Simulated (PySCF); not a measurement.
# input.py for Hg2

File input.py (PySCF 2.14):

```python
from pyscf import gto, scf

mol = gto.M(
    atom='Hg 0 0 0; Hg 0 0 2.612',
    basis='def2-svp',
    ecp={'Hg': 'def2-svp'},
    charge=0,
    spin=0,
    verbose=3,
)
mf = scf.RHF(mol)
mf.kernel()
mf.stability(internal=True, external=True)
mf.dip_moment()
print('orbital energies (hartree):', mf.mo_energy[..., max(0, mol.nelec[1]-3):mol.nelec[0]+3].round(4))
```

```bash
$ OMP_NUM_THREADS=1 python input.py
```

The log:

```
converged SCF energy = -305.058996854813
<class 'pyscf.scf.hf.RHF'> wavefunction is stable in the internal stability analysis
<class 'pyscf.scf.hf.RHF'> wavefunction is stable in the real -> complex stability analysis
<class 'pyscf.scf.hf.RHF'> wavefunction is stable in the RHF/RKS -> UHF/UKS stability analysis
Dipole moment(X, Y, Z, Debye):  0.00000, -0.00000,  0.00000
orbital energies (hartree): [-0.5865 -0.4098 -0.2621  0.0458  0.0458  0.0636]
```

In short: E(SCF) = -305.058997 Eh, μz(SCF) = 0.00 D, internal stable; real -> complex stable; RHF/RKS -> UHF/UKS stable.

It ran on Arm Neoverse V2 (1 thread, shared host) in 1.8 s.

The bond length is a typed value, not an optimised one.
